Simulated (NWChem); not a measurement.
# TiH2O3; SMILES [OH][Ti]([OH])=[O]

```xyz
6

Ti     0.1051    -0.0990     0.0000
O      1.6929     0.0398     0.0000
O     -0.7513     0.0617    -1.5896
H     -0.4136     0.2118    -2.4770
O     -0.7513     0.0617     1.5896
H     -0.4136     0.2118     2.4770
```
Atoms are numbered in this order, from 1.

Results from NWChem. Coordinates come from a PBE0/def2-SVP optimisation. GIAO values for the isolated, static molecule; σ is the absolute isotropic shielding, δ = σ(reference) − σ with the isolated reference molecule computed at the same levels (1H: tetramethylsilane, 17O: water).

Task: Estimate the computed values for LDA (Slater exchange, VWN5)/pcSseg-1. Quantities: σ Ti1 (ppm); δ O2 (ppm); δ O3 (ppm); δ H4 (ppm).

Result: 
| Item | Result |
|---|---|
| σ Ti1 (ppm) | -429.7 |
| δ O2 (ppm) | 1133.5 |
| δ O3 (ppm) | 389.8 |
| δ H4 (ppm) | 11.43 |
